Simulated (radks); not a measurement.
Results of a calculation; reference values are marked as such.
Q: Ionisation of Rh, [Kr] 4d8 5s1, to Rh+, [Kr] 4d8, under several functionals. Dirac Kohn-Sham, spin-unpolarised, spherical densities, point nucleus; open shells fill j = l - 1/2 first; a radial shooting solver on a logarithmic mesh with Libxc functionals. Known Delta-SCF values: LDA (Slater exchange, VWN5 correlation) 7.776 eV; B86b exchange with PBE correlation 7.476 eV; exchange-only PBE 6.944 eV. What does exchange-only B88 give, and what is its highest occupied eigenvalue?

A: 6.868 eV by Delta-SCF; the 5s1/2 eigenvalue is -3.718 eV. NIST: 7.459 eV (measured).

Beside tabulated values, note that spin-unpolarised runs miss the spin-polarisation part of the exchange energy of open shells.
